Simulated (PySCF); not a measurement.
Job file and geometry (Å, from GFN2-xTB) of a spin–spin coupling run on Aminodifluoroborane (NB(F)F, BF2H2N), B3LYP/pcJ-1 indirect spin-spin coupling, non-relativistic, gas phase (PySCF); density fitting, a coarse starting grid and PySCF grid level 2 are the driver's defaults:

```
{"job": {"kind": "j", "xc": "B3LYP", "basis": "pcJ-1"}, "charge": 0, "multiplicity": 1}
N     -0.739108    -0.076006    -0.004735
B      0.634996     0.066072    -0.002183
F      1.217386     1.253193    -0.098408
F      1.448109    -0.976495     0.096051
H     -1.366144     0.703880    -0.079482
H     -1.192117    -0.968654     0.067183
```

Q: Write the output of this run.

A: 
```
coarse grid: 5560 points
cycle   1  E = -280.5703646612  dE =  4.156e-01  |g| = 7.246e-01  |ddm| = 1.927e+00
cycle   2  E = -280.5035140971  dE =  6.685e-02  |g| = 1.024e+00  |ddm| = 7.479e-01
cycle   3  E = -280.6528995184  dE = -1.494e-01  |g| = 4.413e-02  |ddm| = 4.198e-01
cycle   4  E = -280.6530916545  dE = -1.921e-04  |g| = 3.094e-02  |ddm| = 3.529e-02
cycle   5  E = -280.6532536735  dE = -1.620e-04  |g| = 6.081e-03  |ddm| = 1.648e-02
cycle   6  E = -280.6532613081  dE = -7.635e-06  |g| = 8.328e-04  |ddm| = 3.921e-03
final grid: 56152 points
cycle   7  E = -280.6796325144  dE = -1.203e-04  |g| = 5.098e-03  |ddm| = 9.855e-03
cycle   8  E = -280.6796286095  dE =  3.905e-06  |g| = 6.644e-03  |ddm| = 5.161e-03
cycle   9  E = -280.6796367355  dE = -8.126e-06  |g| = 4.557e-04  |ddm| = 3.207e-03
cycle  10  E = -280.6796367526  dE = -1.708e-08  |g| = 3.762e-04  |ddm| = 3.490e-04
cycle  11  E = -280.6796367729  dE = -2.028e-08  |g| = 2.659e-05  |ddm| = 1.559e-04
cycle  12  E = -280.6796367730  dE = -1.024e-10  |g| = 6.314e-06  |ddm| = 1.910e-05
converged SCF energy = -280.6796367730

Indirect spin-spin couplings (Hz)
  i      j    bonds     total        FC       PSO       DSO        SD
  0 N    1 B    1    -53.123   -55.007     2.317    -0.150    -0.283
  0 N    2 F    2    -14.271   -19.984     7.237     0.085    -1.609
  0 N    3 F    2    -14.213   -19.918     7.230     0.085    -1.609
  0 N    4 H    1    -89.050   -85.579    -2.827    -0.276    -0.368
  0 N    5 H    1    -88.930   -85.458    -2.830    -0.276    -0.367
  1 B    2 F    1    -67.842   -29.991   -39.084     1.074     0.159
  1 B    3 F    1    -67.838   -29.995   -39.074     1.074     0.157
  1 B    4 H    2      3.099     4.030    -0.132    -0.631    -0.168
  1 B    5 H    2      3.026     3.957    -0.135    -0.628    -0.167
  2 F    3 F    2   -116.328    56.813  -174.817    -1.064     2.741
  2 F    4 H    3     -5.805    -1.469    -2.805    -0.590    -0.941
  2 F    5 H    3     19.086    21.987     0.138    -2.784    -0.255
  3 F    4 H    3     19.047    21.938     0.146    -2.784    -0.252
  3 F    5 H    3     -5.791    -1.458    -2.803    -0.587    -0.943
  4 H    5 H    2     -3.687    -4.668     6.427    -5.625     0.179
```

Size and cost of the density-fitted run: 128 basis functions, 6.3 s wall time on 1 thread of an Arm Neoverse V1, shared host.
